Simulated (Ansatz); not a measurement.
Consider the homolysis of the Ga–O bond: `[OH][Ga]([SH])[SH]` → `[SH][Ga][SH]`• + `[OH]`•.

Isolated molecules relaxed with PBE0-D4/def2-TZVP in Ansatz; ΔE leaves out vibrations. CCSD(T)/CBS is the MP2 limit (def2-TZVPP, def2-QZVPP) plus CCSD(T) − MP2 in def2-TZVPP, frozen cores. This one scheme is used for every species. DFT in def2-TZVPP. B3LYP here is the variant with VWN-RPA as its local correlation; programs differ in this. No spin–orbit coupling; open shells (•) take unrestricted orbitals. For Ga outer-core shells are correlated without core-valence functions, which leaves a few kJ/mol of doubt a bond. Scalar relativity is left out up to krypton. One conformer a species, not always the lowest.

Task: What is ΔE at CCSD(T)/CBS? (Best estimate.)

Result: The calculation gave: +4.75 eV.

Task: What do these levels give: PBE-D4, r2SCAN-D4, PBE0-D4, B3LYP-D4, B2PLYP, PBE, B3LYP, HF/def2-TZVPP, MP2/def2-TZVPP, SCS-MP2/def2-TZVPP, CCSD(T)/def2-TZVPP, SCS-MP2/def2-QZVPP? (Estimate.)

Result: Ansatz gave: PBE-D4 4.52, r2SCAN-D4 4.42, PBE0-D4 4.42, B3LYP-D4 4.36, B2PLYP 4.50, PBE 4.46, B3LYP 4.27, HF/def2-TZVPP 3.12, MP2/def2-TZVPP 4.93, SCS-MP2/def2-TZVPP 4.78, CCSD(T)/def2-TZVPP 4.59, SCS-MP2/def2-QZVPP 4.88 eV.

Largest T1 diagnostic among the species: 0.015.

From PBE to PBE0 (25 % exact exchange), in def2-TZVPP and without D4, ΔE moves by −0.09 eV: exact exchange takes away binding that semilocal exchange gives to molecules. In def2-TZVPP, CCSD(T) changes the Hartree–Fock value by +1.47 eV (the triples alone add +0.11 eV) and MP2 by +1.81 eV; breaking electron pairs costs correlation energy, which Hartree–Fock lacks.
